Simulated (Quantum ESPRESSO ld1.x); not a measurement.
Br III, 33 electrons, occupied as [Ar] 3d10 4s1 4p3 4d1 (not the ground configuration).

Method: non-relativistic Kohn-Sham, LDA (Slater exchange, VWN5 correlation), spin-polarised, spherical densities, point nucleus; open shells are filled with parallel spins first; computed with ld1.x of Quantum ESPRESSO 7.5.

Energy parts (Ry):
part                       energy
total                  -5136.8033
kinetic                 5132.5126
electron-nucleus      -12223.1634
Hartree                 2127.8067
exchange-correlation    -173.9593

Orbitals (lengths in bohr, moments of r in powers of bohr):
| orbital | occ. | eigenvalue (Ry) | <r> |
|---|---|---|---|
| 1s up | 1 | -962.528 | 0.04374 |
| 1s down | 1 | -962.499 | 0.04374 |
| 2s up | 1 | -125.530 | 0.1940 |
| 2s down | 1 | -125.507 | 0.1940 |
| 2p up | 3 | -113.474 | 0.1673 |
| 2p down | 3 | -113.446 | 0.1673 |
| 3s up | 1 | -18.9282 | 0.5637 |
| 3s down | 1 | -18.8853 | 0.5630 |
| 3p up | 3 | -14.7086 | 0.5696 |
| 3p down | 3 | -14.6605 | 0.5683 |
| 3d up | 5 | -7.15233 | 0.5878 |
| 3d down | 5 | -7.09022 | 0.5825 |
| 4s up | 1 | -3.36199 | 1.583 |
| 4s down | 0 | -2.98118 | 1.585 |
| 4p up | 3 | -2.39050 | 1.795 |
| 4p down | 0 | -2.01469 | 1.836 |
| 4d up | 1 | -1.06131 | 2.611 |
| 4d down | 0 | -0.80086 | 3.060 |

The highest occupied level is 4d up at -14.440 eV. The configuration is held as typed, so some empty levels lie below it. Virial ratio -V/T = 2.00084. Spin moment in Bohr magnetons: 5. The density falls to 0.001 e/bohr^3 at r = 3.89 bohr. Summed over all electrons, <r^2> = 29.32 bohr^2, which gives a Langevin (diamagnetic) susceptibility term of -23.2 x 10^-6 cm^3/mol.
